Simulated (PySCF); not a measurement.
Species: C₆H₇F₂ (doublet state).
Geometry (GFN2-xTB, Å), atoms numbered from 1 in this order:
```
atom  x, y, z in Å
C1    -1.3487   -1.2714   -0.3081
C2    -0.6751   -0.1034    0.2793
C3     0.5699    0.1703   -0.5664
C4     1.7750   -0.0735   -0.1583
C5     2.9688   -0.3165    0.2798
C6    -1.5522    1.1537    0.2607
F7    -2.6343    0.9979    1.0617
F8    -2.0325    1.4068   -0.9795
H9    -1.9295   -1.1548   -1.2026
H10   -1.1182   -2.2567    0.0419
H11   -0.3788   -0.2891    1.3154
H12    0.3694    0.5321   -1.5640
H13    3.4348   -1.2797    0.1470
H14    3.5588    0.4394    0.7729
H15   -1.0119    2.0531    0.5983
```

The hyperfine couplings belong to this conformer and change with its torsions.

Identity: `[CH2][C@@H](C=C=C)C(F)F` [radical].

Computed with UKS B3LYP, pcH-1 on C F H, non-relativistic, mean-field spin-orbit, GIAO in PySCF. One conformer (not necessarily the lowest) at the GFN2-xTB geometry, without solvent, vibrations or thermal averaging. A GFN2-xTB geometry isn't a minimum of the functional, and hyperfine couplings can be far from their values at a DFT geometry. Stability of the SCF solution: not tested.

Match the computed a_iso(13C) values +91.5, +81.8, -28.8, +19.5, +4.9, -1.8 MHz with the sites C1; C2; C3; C4; C5; C6.

```csv
site,a_iso (MHz),ρ(0) (bohr⁻³),position,distance from C1 (Å),spin population,largest |T| (MHz)
C1,+91.5,+0.0814,largest spin population,0.00,+1.06,161.5
C2,-28.8,-0.0256,1 bond from C1,1.47,-0.07,2.5
C3,+81.8,+0.0728,2 bonds from C1,2.41,+0.01,12.2
C4,+4.9,+0.0044,3 bonds from C1,3.35,+0.06,10.8
C5,-1.8,-0.0016,4 bonds from C1,4.46,+0.01,2.0
C6,+19.5,+0.0173,2 bonds from C1,2.50,+0.01,4.8
```

ρ(0) is the spin density at the nucleus and T the dipolar tensor; entries for several nuclei are means. Largest spin populations (Mulliken): C1 (+1.06) and C2 (-0.07). C1 is the only atom above +0.15. The angles at C1 add up to 359.0°, so it is planar; its axial dipolar tensor and the negative couplings of its protons fit spin in a p orbital normal to that plane.

Nuclei that the bonding pattern makes equivalent are averaged, as if the motion that swaps them (rotation, inversion, ring flip) were fast. H13 and H14 aren't averaged: C5 is flat or nearly so (angle sum 360°), and its turn about the short C5–C4 bond (1.29 Å) is taken as slow.
